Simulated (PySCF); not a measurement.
## Telling isomers of C₈H₈O apart by NMR

PySCF calculation with PBE0/pcSseg-1 with gauge-including orbitals and geometry: GFN2-xTB; fast rotation and ring inversion assumed for equivalent nuclei, no solvent model, one conformer, non-relativistic.

Chemical shifts δ = σref − σ; 1H (σ = 31.72 ppm), 13C (σ = 186.93 ppm) against TMS, all at this level. Where no couplings were computed, multiplicities follow the n + 1 count of equivalent neighbours, and m marks all less simple cases (inequivalent or close neighbours, rings, F or P nearby). Shifts are as computed. Against solution values, carbons near 30 ppm lie about +3 ppm off and those near 130 ppm about +5 ppm. Of 1211 compounds with measured shifts, 218 miss one by over three times the rms of a fit or turn the order of signals round; such compounds aren't used in these exercises.

(1) Tabulate the signals of `C#CC1=CCCCC1=O`, `C=C1C=CC=C1C(C)=O`, `COC1c2ccccc21` and their relative energies.

(2) What is the quickest way to tell C=C1C=CC=C1C(C)=O from COC1c2ccccc21?

(3) What is the quickest way to tell C#CC1=CCCCC1=O from COC1c2ccccc21?

(4) What is the quickest way to tell C#CC1=CCCCC1=O from C=C1C=CC=C1C(C)=O?

## Answers

(1) 
| SMILES | carbon types | δC | δH | E rel. (kcal/mol) |
| --- | --- | --- | --- | --- |
| C#CC1=CCCCC1=O | 3×C 2×CH 3×CH2 | 198.3, 164.2, 129.2, 91.3, 83.6, 42.6, 31.2, 27.4 | 7.61 (t, 1H), 2.70 (s, 1H), 2.45 (m, 2H), 2.40 (m, 2H), 1.94 (m, 2H) | 21.4 |
| C=C1C=CC=C1C(C)=O | 3×C 3×CH 1×CH2 1×CH3 | 197.6, 155.3, 149.7, 148.8, 139.5, 136.6, 134.7, 29.8 | 8.15 (br s, 1H), 7.32 (d, 1H), 6.80 (br s, 1H), 6.65 (m, 1H), 6.61 (m, 1H), 2.48 (s, 3H) | 0.0 |
| COC1c2ccccc21 | 2×C 5×CH 1×CH3 | 139.8, 135.6, 120.4, 67.5, 58.5 | 7.77 (d, 2H), 7.59 (m, 2H), 5.55 (s, 1H), 3.75 (s, 3H) | 41.2 |

Energies are electronic energies at PBE0/pcSseg-1 on these geometries, without zero-point or thermal terms, each for the one conformer computed, which needn't be the lowest.

(2) Count the carbon signals: 8 against 5. The first has a terminal =CH2 carbon at 148.8 ppm, the second a three-membered-ring carbon (CH) at 67.5 ppm. Their most deshielded carbons lie at 197.6 and 139.8 ppm.

(3) Count the carbon signals: 8 against 5. The first has an sp3 CH2 α to a carbonyl at 42.6 ppm, the second a methyl carbon bonded to O (CH3) at 58.5 ppm. Their most deshielded carbons lie at 198.3 and 139.8 ppm.

(4) Both give the same number of carbon signals, but DEPT or the intensities differ. The first has an sp3 CH2 α to a carbonyl at 42.6 ppm, the second a terminal =CH2 carbon at 148.8 ppm. Their most deshielded carbons lie at 198.3 and 197.6 ppm. In the proton spectra the most deshielded non-exchanging signals are 7.61 (t, 1H) and 8.15 (br s, 1H).
